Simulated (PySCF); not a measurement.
## SMILES Cc1cccc(C=O)c1C=O, C$_{9}$H$_{8}$O$_{2}$

Molfile (atoms numbered from 1):
```
C9H8O2
     RDKit          3D

 19 19  0  0  0  0  0  0  0  0999 V2000
   -2.3944   -0.5895   -0.4779 C   0  0  0  0  0  0  0  0  0  0  0  0
   -1.0969    0.0769   -0.1333 C   0  0  0  0  0  0  0  0  0  0  0  0
   -1.1213    1.4403    0.1978 C   0  0  0  0  0  0  0  0  0  0  0  0
    0.0310    2.1403    0.5285 C   0  0  0  0  0  0  0  0  0  0  0  0
    1.2526    1.4776    0.5327 C   0  0  0  0  0  0  0  0  0  0  0  0
    1.3269    0.1200    0.2113 C   0  0  0  0  0  0  0  0  0  0  0  0
    2.7090   -0.4339    0.2596 C   0  0  0  0  0  0  0  0  0  0  0  0
    3.0754   -1.5613    0.0451 O   0  0  0  0  0  0  0  0  0  0  0  0
    0.1466   -0.5971   -0.1259 C   0  0  0  0  0  0  0  0  0  0  0  0
    0.2266   -2.0476   -0.4611 C   0  0  0  0  0  0  0  0  0  0  0  0
   -0.7288   -2.7225   -0.7717 O   0  0  0  0  0  0  0  0  0  0  0  0
   -2.3733   -1.0094   -1.4936 H   0  0  0  0  0  0  0  0  0  0  0  0
   -2.5976   -1.4448    0.1814 H   0  0  0  0  0  0  0  0  0  0  0  0
   -3.2208    0.1312   -0.4032 H   0  0  0  0  0  0  0  0  0  0  0  0
   -2.0834    1.9591    0.1923 H   0  0  0  0  0  0  0  0  0  0  0  0
   -0.0238    3.2014    0.7817 H   0  0  0  0  0  0  0  0  0  0  0  0
    2.1701    2.0148    0.7882 H   0  0  0  0  0  0  0  0  0  0  0  0
    3.4587    0.3504    0.5398 H   0  0  0  0  0  0  0  0  0  0  0  0
    1.2426   -2.4859   -0.4068 H   0  0  0  0  0  0  0  0  0  0  0  0
  1  2  1  0
  2  3  2  0
  3  4  1  0
  4  5  2  0
  5  6  1  0
  6  7  1  0
  7  8  2  0
  6  9  2  0
  9 10  1  0
 10 11  2  0
  9  2  1  0
  1 12  1  0
  1 13  1  0
  1 14  1  0
  3 15  1  0
  4 16  1  0
  5 17  1  0
  7 18  1  0
 10 19  1  0
M  END
```

Computed with PySCF, quadratic response CAM-B3LYP/aug-cc-pVDZ first hyperpolarisability, Taylor convention, gas phase. Geometry: PBE0-D3(BJ)/def2-SVP.

(1) Give the tensor of the static β(0;0,0) in the axes of these coordinates.

Answers

(1) In au, Taylor convention; rows are the first index (the induced dipole):
```csv
,xx,yy,zz,xy,xz,yz
x,-273.5,-67.0,0.0,+24.1,-32.9,-7.9
y,+24.1,+50.2,-37.5,-67.0,-7.9,+24.5
z,-32.9,+24.5,-29.5,-7.9,0.0,-37.5
```
Norm of βᵢ = ⅓ Σⱼ (βᵢⱼⱼ + βⱼᵢⱼ + βⱼⱼᵢ): 344.7 au, hyper-Rayleigh value 137.3 au.
